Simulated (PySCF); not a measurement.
## F²⁺: excitation energy

F²⁺ [He] 2s2 2p3 (4S) → F²⁺ [He] 2s1 2p3 3s1 (6S), as a difference of total energies. Calculation: PySCF 2.14, in dyall-acv3z (15s9p4d2f, 76 functions); the spin-free X2C one-electron Hamiltonian (Gaussian nucleus). Correlated levels: valence: 1s2 frozen; virtual orbitals above 40 to 60 times the deepest correlated orbital energy dropped. The calculations carry no spin-orbit coupling.

```
           method  excitation energy (cm⁻¹)
              UHF                    372370
    MP2 (valence)                    387580
SCS-MP2 (valence)                    391660
   CCSD (valence)                    389450
CCSD(T) (valence)                    389690
```

The promoted electron is Rydberg-like, and one or two diffuse shells describe it only roughly, which tends to raise the upper state.
